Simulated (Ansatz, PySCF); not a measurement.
3,3,3-trifluoroprop-1-yne (C₃HF₃), SMILES C#CC(F)(F)F. Atoms are numbered in the order given.

```xyz
7

C      0.0000     0.0000    -2.3343
C      0.0000     0.0000    -1.1272
C      0.0000     0.0000     0.3423
F      1.0829    -0.6252     0.8249
F     -1.0829    -0.6252     0.8249
F      0.0000     1.2504     0.8249
H      0.0000     0.0000    -3.4094
```

Coordinates come from a B3LYP-D3(BJ)/def2-SVP optimisation.

Two levels are set side by side: PBE-D3(BJ)/def2-SVP (Ansatz, a quantum-chemistry and plane-wave program) and B3LYP-D3(BJ)/def2-SVP (Ansatz). Each level has its own optimised geometry; the coordinates shown are those of the second. Frequencies come from the Hessian of PySCF at each geometry. Differences are taken from unrounded values.

```json
[
 {"quantity": "mean bond length (Å)", "B3LYP-D3(BJ)": "1.295"},
 {"quantity": "bond C1–C2 (Å)", "B3LYP-D3(BJ)": "1.207"},
 {"quantity": "bond C2–C3 (Å)", "B3LYP-D3(BJ)": "1.469"},
 {"quantity": "bond C3–F4 (Å)", "B3LYP-D3(BJ)": "1.340"},
 {"quantity": "bond C3–F5 (Å)", "B3LYP-D3(BJ)": "1.340"},
 {"quantity": "bond C3–F6 (Å)", "B3LYP-D3(BJ)": "1.340"},
 {"quantity": "bond C1–H7 (Å)", "B3LYP-D3(BJ)": "1.075"},
 {"quantity": "highest harmonic wavenumber (cm⁻¹)", "B3LYP-D3(BJ)": "3465"},
 {"quantity": "mean harmonic wavenumber (cm⁻¹)", "B3LYP-D3(BJ)": "985"},
 {"quantity": "zero-point energy (kcal/mol)", "B3LYP-D3(BJ)": "21.13"}
]
```

Problem. What does PBE-D3(BJ) give, and how far is it from B3LYP-D3(BJ)? (The exact figures need the calculation; the answer reports its results.)

Solution. 
```
quantity                            PBE-D3(BJ)  PBE-D3(BJ) minus B3LYP-D3(BJ)
----------------------------------  ----------  -----------------------------
mean bond length (Å)                     1.304                          0.009
bond C1–C2 (Å)                           1.219                          0.012
bond C2–C3 (Å)                           1.470                          0.001
bond C3–F4 (Å)                           1.351                          0.011
bond C3–F5 (Å)                           1.351                          0.011
bond C3–F6 (Å)                           1.351                          0.011
bond C1–H7 (Å)                           1.082                          0.007
highest harmonic wavenumber (cm⁻¹)        3402                            -63
mean harmonic wavenumber (cm⁻¹)            950                            -35
zero-point energy (kcal/mol)             20.37                          -0.76
```

GGA bonds tend to be longer and softer than those of functionals with exact exchange. Differences between two approximate levels are no errors against the true value.
